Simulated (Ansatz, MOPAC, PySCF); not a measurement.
Complex: H4SeSi (SMILES [SiH3][SeH]) (first 6 atoms) with HF (SMILES F); geometry from B3LYP-D3(BJ)/def2-TZVP, rigid monomers moved along the line of their centres of mass till Se2···H8 is 3.29 Å.
(charge 0, multiplicity 1):
```csv
atom,x (Å),y (Å),z (Å)
Si,0.6140,-1.3546,0.8601
Se,-0.4734,0.6838,0.9874
H,0.0502,-2.1599,-0.2427
H,2.0175,-0.9959,0.5795
H,0.4886,-2.0777,2.1396
H,-1.7522,0.0804,1.3975
F,1.1475,0.9047,4.8650
H,0.6965,1.0143,4.0478
```

Monomers are frozen at their geometry in the pair; levels with a basis set take the counterpoise correction.

The state reached by PM6 isn't checked.

The values were computed with Ansatz (Gaussian basis) for Hartree–Fock, density functionals and correlated methods; MOPAC for PM6 (differences of heats of formation); PySCF for the dispersion terms. Values without a source in brackets are computed.

Task: One of these levels gives -102.2 meV for the interaction energy. Which?
(A) PM6
(B) HF/def2-SVPD
(C) r2SCAN-D3(BJ)/def2-TZVPPD

Result: B, HF/def2-SVPD. The others give -24.7 (PM6), -122.9 (r2SCAN-D3(BJ)/def2-TZVPPD)

Ansatz is a quantum-chemistry and plane-wave program.
